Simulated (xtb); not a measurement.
triflic acid (CHF$_{3}$O$_{3}$S), singlet, at a GFN2-xTB geometry, atoms displaced at random by about 0.1 Å a coordinate. Base run: GFN1-xTB (xtb 6.7.1).

xtb was given this input:
```
$ xtb mol.xyz --gfn 1 --opt --json

# file mol.xyz
9

O      1.42168290    -0.63562859    -1.18365266
S      0.81416159     0.27268255     0.09988136
O      1.16685780    -0.17049226     1.37020637
O      0.69397109     1.60487734    -0.23530354
C     -1.00290173    -0.19516620    -0.14835082
F     -1.75072725     0.27396955     0.87655298
F     -1.49968067     0.19461402    -1.17453706
F     -0.94090617    -1.49645093    -0.03192910
H      1.73494158    -1.37203120    -0.80196471
```

Each row names what was changed in the base input (with any setting that the change needs).

```json
[
 {"change": "base", "ΔE vs base (kcal/mol)": "0.000", "optimiser steps": "15"},
 {"change": "engine = lbfgs", "ΔE vs base (kcal/mol)": "0.001", "optimiser steps": "-"},
 {"change": "opt level = tight", "ΔE vs base (kcal/mol)": "-0.001", "optimiser steps": "16"},
 {"change": "opt level = lax", "ΔE vs base (kcal/mol)": "0.041", "optimiser steps": "9"},
 {"change": "alpb = ether", "ΔE vs base (kcal/mol)": "-8.31", "optimiser steps": "26"},
 {"change": "opt level = crude", "ΔE vs base (kcal/mol)": "0.131", "optimiser steps": "5"},
 {"change": "engine = inertial", "ΔE vs base (kcal/mol)": "0.074", "optimiser steps": "-"},
 {"change": "opt level = extreme", "ΔE vs base (kcal/mol)": "-0.005", "optimiser steps": "30"},
 {"change": "opt level = vtight", "ΔE vs base (kcal/mol)": "-0.005", "optimiser steps": "29"},
 {"change": "opt level = loose", "ΔE vs base (kcal/mol)": "0.066", "optimiser steps": "7"}
]
```
